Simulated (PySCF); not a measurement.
Ta(S)(OH)2(OSiH3) (H₅O₃SSiTa), SMILES [S]=[Ta]([O][SiH3])([OH])[OH], multiplicity 1.

Geometry optimised at B3LYP-D3(BJ)/def2-SVP. The spin state was assumed, not searched. The def2 effective core potentials stand for the cores of Ta; spin–orbit coupling is left out. The values are those of a single conformer.

Two levels are set side by side: PBE/def2-TZVP (PySCF) and HF/def2-TZVP (PySCF). Same geometry, gas phase. Differences are taken from unrounded values.

```csv
quantity,HF
orbital gap (eV),11.95
highest occupied level (eV),-9.87
lowest empty level (eV),2.08
dipole moment (D),1.98
mean polarisability (bohr³),85.3
```

**Question.** What does PBE give, and how far is it from HF? (The exact figures need the calculation; the answer reports its results.)

**Answer.** 
```json
[
 {"quantity": "orbital gap (eV)", "PBE": "4.23", "PBE minus HF": "-7.73"},
 {"quantity": "highest occupied level (eV)", "PBE": "-6.21", "PBE minus HF": "3.66"},
 {"quantity": "lowest empty level (eV)", "PBE": "-1.98", "PBE minus HF": "-4.07"},
 {"quantity": "dipole moment (D)", "PBE": "1.56", "PBE minus HF": "-0.41"},
 {"quantity": "mean polarisability (bohr³)", "PBE": "99.1", "PBE minus HF": "13.9"}
]
```

PBE's occupied levels lie high since its potential decays too fast outside the molecule; exact exchange lowers them and widens the gap. PBE's more diffuse valence density responds more strongly to a field. Differences between two approximate levels are no errors against the true value.

Rough cost on one machine, each run with all the roots and properties that it gave: HF against PBE about 1/2.
